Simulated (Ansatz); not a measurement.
Isomers of Bi₂Te₃⁻ (doublet), relaxed with r2SCAN-D4/def2-SVPD; total energies from Ansatz at RPA@PBE/def2-TZVPD.

```csv
isomer,description,energy (Eh)
A,point group C2; 4 × Bi–Te 2.76 to 2.93 Å,-1231.07572
B,point group Cs; 4 × Bi–Te 2.82 to 2.92 Å; 1 × Te–Te 3.21 Å,-1231.07804
C,point group Cs; 5 × Bi–Te 2.72 to 3.03 Å,-1231.07913
D,point group Cs; 4 × Bi–Te 2.73 to 2.94 Å,-1231.06912
```

In the def2 sets Bi, Te take a core potential; there is no spin–orbit coupling. Correlated methods freeze 20 core orbitals; core or outer-core shells of Bi, Te are correlated, in sets that lack core-valence functions.

The isomers come from a short search, and lower ones may exist.

Q: Work out the relative energies (1 Eh = 2625.5 kJ/mol) and the Boltzmann populations at 1200 K from electronic energies alone (R = 8.314 J/mol/K).

A: ΔE: A 9.0, B 2.9, C 0.0, D 26.3 kJ/mol. RT = 9.98 kJ/mol. Factors exp(−ΔE/RT): A 0.406, B 0.748, C 1, D 0.0717; sum 2.226. Populations: A 18.2 %, B 33.6 %, C 44.9 %, D 3.2 %. Zero-point energy, vibrational entropy and symmetry numbers are left out and can shift these; an error of 4 kJ/mol changes a ratio by a factor of 1.5. Over the other density-functional and correlated levels in def2 sets, the gap between C and B ranges from -2 to 8 kJ/mol.
